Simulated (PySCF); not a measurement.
**Dipole moment and polarisability of `CCC([SiH3])([SiH3])CC`**

Species: C₅H₁₆Si₂.
Geometry (PBE0-D3(BJ)/def2-SVP, Å), atoms numbered from 1 in this order:
```
atom  x, y, z in Å
C1    -1.7878   -0.9810   -1.2081
C2    -1.2733    0.4056   -0.8401
C3    -0.0630    0.4429    0.1266
Si4   -0.5231   -0.3876    1.7802
Si5    0.2915    2.2831    0.4613
C6     1.1652   -0.2413   -0.5126
C7     2.4497   -0.2129    0.3039
H8    -2.1122   -1.5469   -0.3201
H9    -2.6562   -0.9035   -1.8797
H10   -1.0272   -1.5833   -1.7250
H11   -0.9949    0.9375   -1.7695
H12   -2.1050    0.9847   -0.4035
H13   -1.9411   -0.0541    2.1237
H14    0.3460    0.0803    2.9036
H15   -0.3866   -1.8764    1.6891
H16    0.7872    2.9224   -0.8004
H17    1.3041    2.5091    1.5369
H18   -0.9773    2.9606    0.8747
H19    0.9151   -1.2941   -0.7302
H20    1.3500    0.2279   -1.4972
H21    2.3186   -0.6814    1.2930
H22    2.8126    0.8123    0.4752
H23    3.2505   -0.7627   -0.2127
```

Level: wB97X-D/def2-SVPD (PySCF), static field, nuclei fixed, core orbitals frozen in the response. The polarisability tensor in these axes (au):

```
x   116.37   3.41   1.88
y     3.41 117.74   0.13
z     1.88   0.13 113.59
```

Q: Diagonalise the tensor; give its mean and Δα, where Δα² is half the sum of the squared differences of the eigenvalues.

A: Principal values 112.11, 114.81 and 120.77 au; mean 115.90 au = 17.17 Å³ = 19.11 × 10⁻⁴⁰ C²·m²/J; Δα = 7.68 au (7 % of the mean).

Q: What is the dipole moment, and where does it point?

A: (0.14, -0.55, -0.94) D, 1.10 D in size, pointing from the negative to the positive side. Measured along this direction, the outermost atoms are H14 and H17 at the negative end and H10 at the positive end.

Q: Estimate the molar refractivity from the static electronic polarisability.

A: Lorentz–Lorenz: R = (4π/3)N_A α = 2.5225 cm³/(mol·Å³) × 17.17 Å³ = 43.3 cm³/mol, in the limit of long wavelengths.

Q: Along which axes do the principal values lie, and how far do the nuclei extend along each?

A: Largest value along (0.65, 0.74, 0.18), where the nuclei span 5.72 Å; middle along (0.47, -0.58, 0.66), 4.54 Å; least along (-0.60, 0.35, 0.72), 5.03 Å. The strongest response lies along the longest span, while the other two are in reverse order.

Q: In TDDFT the mean static polarisability is Σ f/ω² over all singlet excitations (ω in hartree). How much of it do the 10 lowest give? Their energies (eV) and oscillator strengths: 7.54, 0.0025; 7.62, 0.0451; 8.01, 0.1401; 8.17, 0.1002; 8.27, 0.0006; 8.33, 0.0349; 8.45, 0.0030; 8.68, 0.0120; 8.71, 0.0408; 8.78, 0.0111.

A: They add up to 4.37 au, 3.8 % of the 115.90 au; the largest single term is 1.62 au, from the state at 8.01 eV. Terms in order: 0.03, 0.57, 1.62, 1.11, 0.01, 0.37, 0.03, 0.12, 0.40, 0.11 au. Higher excitations give the rest. The strengths listed sum to 0.390.

Q: Traceless (Buckingham) quadrupole moment about the centre of nuclear charge: eigenvalues?

A: -2.50, -0.12, 2.63 D·Å. The values depend on the origin, since the dipole doesn't vanish. The electronic extent ⟨r²⟩ about the same centre is 1338 bohr², a root-mean-square distance of 2.25 Å for the 74 electrons.

Isolated species at its PBE0-D3(BJ)/def2-SVP geometry (one conformer only).
